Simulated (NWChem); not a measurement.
SbH, triplet; SMILES [SbH]

Computed with NWChem. Spin-unrestricted. Structure relaxed at the PBE0-D3(BJ)/def2-TZVP, spin-unrestricted level. No stability test was run on the SCF state. def2 effective core potentials on Sb; no spin-orbit coupling. Vertical excitations in the gas phase; the lowest state need not have the same character in each row. Excited states of an open shell can be spin-contaminated.

```
level                     lowest excitation (eV)  oscillator strength of that lowest state  lowest empty minus highest occupied level, either spin (eV)
------------------------  ----------------------  ----------------------------------------  -----------------------------------------------------------
PBE/def2-SVPD, TDA                          3.58                                     0.004                                                            …
B3LYP/def2-SVPD, TDA                        3.58                                     0.005                                                         2.84
LRC-wPBEh/def2-SVPD, TDA                    3.70                                     0.006                                                         7.23
CAM-B3LYP/def2-SVPD, TDA                    3.56                                     0.006                                                         5.60
```

Fill in the missing entries.


- PBE/def2-SVPD, TDA, lowest empty minus highest occupied level, either spin (eV): 1.66
